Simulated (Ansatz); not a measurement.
ClH3HfSe3: where a starting geometry ends

The starting geometry of this gas-phase singlet was optimised with GFN2-xTB.

```xyz
8

Cl   -2.3295   -1.3131    0.8167
Hf   -0.3564   -0.2982    0.3857
Se    1.5030   -1.5452    1.5462
Se    0.0264    2.1362    0.9831
Se   -0.1740   -0.3681   -2.1411
H     2.5450   -0.5711    1.6193
H     0.0528    2.7556   -0.2994
H    -1.1997   -1.2548   -2.5541
```

Problem. Predict what it relaxes into with PBE0-D4/def2-SVP.

Solution. It keeps its bonds.

The energy falls by 0.45 eV over 23 steps:

```
step  E − E(last) (eV)
   1             0.448
   3             0.115
   6             0.088
   8             0.071
  11             0.066
  13             0.053
  16             0.027
  18             0.005
  21             0.000
  23             0.000
```

Final geometry (Å):

```xyz
8

Cl   -2.4912   -0.7267    0.8315
Hf   -0.2838   -0.1016    0.3616
Se    1.3958   -1.4415    1.7365
Se    0.2100    2.3292    0.9199
Se    0.2897   -0.2985   -2.1188
H     2.3280   -1.3140    0.5988
H    -1.0053    2.7131    0.1698
H    -0.3759   -1.6186   -2.1427
```

The end wasn't checked by frequencies. Atoms past krypton carry core potentials, without spin–orbit terms. Run with Ansatz 0.2.0, 3.4 min on 2 threads of Arm Neoverse V1, on a shared host.
